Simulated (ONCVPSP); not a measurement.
# tungsten: one change to an ONCV potential, before and after

```
Element                 : tungsten
Generator               : ONCVPSP 4.0.1
Type                    : optimised norm-conserving Vanderbilt (ONCV)
Functional              : PBE
Relativity              : scalar-relativistic
Frozen core             : [Xe] 4f14
Valence charge          : 6
Reference configuration : 5d4 6s1 6p1
Partial waves           : 6s: rc 2.80 bohr, ncon 4, nbas 9, qcut 2.6 1/bohr, 2 projectors, debl 3.5 Ha; 6p: rc 2.65 bohr, ncon 5, nbas 9, qcut 3 1/bohr, 1 projector; 5d: rc 1.75 bohr, ncon 5, nbas 9, qcut 5.1 1/bohr, 2 projectors, debl 1.7 Ha
Local potential         : polynomial inside 1.70 bohr (lpopt 5, dvloc0 2 Ha)
Core correction         : Teter function, fcfact 4, rcfact 1.35
```

All-electron outer shells of the reference configuration (PBE, scalar-relativistic, ld1.x):

```json
{"shell": "5p", "level (eV)": "-44.81", "outermost node (bohr)": "0.57", "outermost maximum (bohr)": "1.09"}
{"shell": "4f", "level (eV)": "-34.81", "outermost node (bohr)": "–", "outermost maximum (bohr)": "0.43"}
{"shell": "6s", "level (eV)": "-6.76", "outermost node (bohr)": "1.28", "outermost maximum (bohr)": "2.61"}
{"shell": "5d", "level (eV)": "-5.90", "outermost node (bohr)": "0.63", "outermost maximum (bohr)": "1.49"}
{"shell": "6p", "level (eV)": "-2.12", "outermost node (bohr)": "1.53", "outermost maximum (bohr)": "3.61"}
```

Change: core correction polynomial model core, fcfact 0.6.

Cutoffs: the cutoffs (Ha) at which the residual kinetic energy of the hardest occupied pseudo-wave falls to 1 and 0.1 mHa per electron; they do not see the model core or the augmentation charge, which bear on the density cutoff. Errors are all-electron minus pseudo energies relative to the spin-unpolarised reference configuration.

**Question.** What does the change do?

**Answer.** The potential gets neither clearly harder nor softer (14 Ha and 37 Ha → 14 Ha and 37 Ha); of the 4 tests that both files solve, the error grows in 1 and shrinks in 2 by more than 15 % and 0.3 meV (median size 24.3 → 19.2 meV); neither file shows a bound ghost. A model core, the more so a compact one, raises the density cutoff, which this test does not measure.

| quantity | base | changed |
| --- | --- | --- |
| cutoff, loose | 14 Ha | 14 Ha |
| cutoff, tight | 37 Ha | 37 Ha |
| bound ghosts | none | none |
| GHOST(+) flags under 300 eV | p at 3.8 eV, s at 45.8 eV | p at 3.8 eV, s at 45.8 eV |
| error for 5d4 6s2 6p0, meV [ΔE -4.50 eV] | -2.3 | -1.9 |
| error for 5d4 6s1 6p0, meV [ΔE 4.39 eV] | -6.3 | -5.7 |
| error for 5d4 6s0 6p0, meV [ΔE 20.07 eV] | -42 | -33 |
| error for 5d5 6s0 6p0, meV [ΔE 5.20 eV] | -83 | -98 |
| s: phases at 2.85 bohr within 0.05 rad from the reference energy up to (Ha; the scan ends near 5) | 1.1 | 1.1 |
| p: phases at 2.70 bohr within 0.05 rad from the reference energy up to (Ha; the scan ends near 5) | 0.0 | 0.0 |
| d: phases at 1.77 bohr within 0.05 rad from the reference energy up to (Ha; the scan ends near 5) | to the end of the scan | to the end of the scan |
| rms error of d²Exc/dni dnj with the model core, mHa | 1.78 | 0.45 |

Base: The cutoffs count occupied waves only; projector 2 of the s channel, the hardest unoccupied one, needs 38 Ha at the loose tolerance. Changed file: The cutoffs count occupied waves only; projector 2 of the s channel, the hardest unoccupied one, needs 38 Ha at the loose tolerance.
